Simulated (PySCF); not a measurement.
## Working out the ionisation energy of Fe

Fe [Ar] 3d6 4s2 (5D) → Fe⁺ [Ar] 3d6 4s1 (6D). Computed with PySCF 2.14 in def2-SVP (5s3p2d1f, 31 functions), with the non-relativistic Hamiltonian (point nucleus). Frozen: [Ar]. Energies in hartree (1 hartree = 27.21139 eV):

```
             part    Fe (lower)   Fe⁺ (upper)
              UHF  -1262.260593  -1262.028684
MP2 opposite-spin     -0.056034     -0.032044
    MP2 same-spin     -0.049051     -0.047973
```

Problem. What does Hartree-Fock give?

Solution. (-1262.028684) − (-1262.260593) = 0.231909 hartree = 6.311 eV.

Problem. What do MP2 and SCS-MP2 (6/5 opposite-spin, 1/3 same-spin) give?

Solution. The opposite-spin parts differ by 0.653 eV and the same-spin parts by 0.029 eV. MP2: 6.311 + (0.653) + (0.029) = 6.993 eV. SCS-MP2: 6.311 + 1.2 × (0.653) + (0.029)/3 = 7.104 eV.

Measured between the centres of the two terms (NIST): 7.904 eV, so MP2 (valence) is off by -0.911 eV.

The calculation is non-relativistic.

A double-zeta basis recovers only part of the correlation energy.

What remains against the reference includes basis incompleteness, the frozen core and correlation beyond second order.
